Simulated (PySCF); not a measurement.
Si(CCH)2(F)(Me) (C5H5FSi), SMILES C#C[Si](C)(F)C#C.

Coordinates come from a ωB97X-D3(BJ)/def2-SVP optimisation.

Two levels are set side by side: PBE/def2-TZVP (PySCF) and r2SCAN/def2-TZVP (PySCF). Same geometry, gas phase. Differences are taken from unrounded values.

| quantity | PBE |
|---|---|
| orbital gap (eV) | 5.26 |
| highest occupied level (eV) | -7.12 |
| lowest empty level (eV) | -1.85 |
| dipole moment (D) | 2.00 |
| mean polarisability (bohr³) | 78.5 |

Q: These are the PBE values. What does r2SCAN give? (Estimate from the structure and the level; the computed values follow.)

A: 
| quantity | r2SCAN | PBE minus r2SCAN |
|---|---|---|
| orbital gap (eV) | 5.73 | -0.47 |
| highest occupied level (eV) | -7.35 | 0.24 |
| lowest empty level (eV) | -1.62 | -0.23 |
| dipole moment (D) | 2.06 | -0.06 |
| mean polarisability (bohr³) | 76.5 | 2.0 |

Rough cost on one machine, each run with all the roots and properties that it gave: r2SCAN against PBE about 4 times.
